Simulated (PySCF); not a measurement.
PySCF input for B(F)(NCO)(OH) (CHBFNO2), SMILES B(N=C=O)(F)O, PBE0/pcSseg-1. Geometry optimised at B3LYP-D3(BJ)/def2-SVP. The values are those of a single conformer.

```python
import numpy as np
from pyscf import gto, scf, dft
from pyscf.prop.nmr import rks as nmr

mol = gto.M(
    atom='''
    B     0.01502410   -0.96864334    0.00000000
    F     1.08354636   -1.76974676    0.00000000
    N     0.21448087    0.43824034    0.00000000
    C     0.04686965    1.62530092    0.00000000
    O    -0.06593294    2.78888241    0.00000000
    O    -1.23064198   -1.48812666    0.00000000
    H    -1.23702239   -2.45459645    0.00000000
    ''',
    basis='pcSseg-1',
    charge=0,
    spin=0,
    max_memory=1600,
    verbose=3,
)
mf = dft.RKS(mol, xc='pbe0')
mf.grids.level = 3
mf.conv_tol = 1e-10
mf.max_cycle = 100
mf.kernel()
n = nmr.NMR(mf)
n.verbose = 2
n.max_cycle_cphf = 60
sigma = n.kernel()
print('atom   isotropic/ppm   span/ppm')
for i, s in enumerate(sigma):
    w = np.linalg.eigvalsh((s + s.T) / 2)
    print(f'{mol.atom_symbol(i):2s}{i + 1:3d} {w.mean():14.3f} {w[2] - w[0]:11.3f}')
```

Program output:

```
converged SCF energy = -368.345472465634
atom   isotropic/ppm   span/ppm
B   1         87.588      25.612
F   2        279.235     227.432
N   3        213.434     192.388
C   4         60.471     319.949
O   5        184.794     285.511
O   6        218.600     154.210
H   7         27.164      16.066
```

Self-consistency was reached.
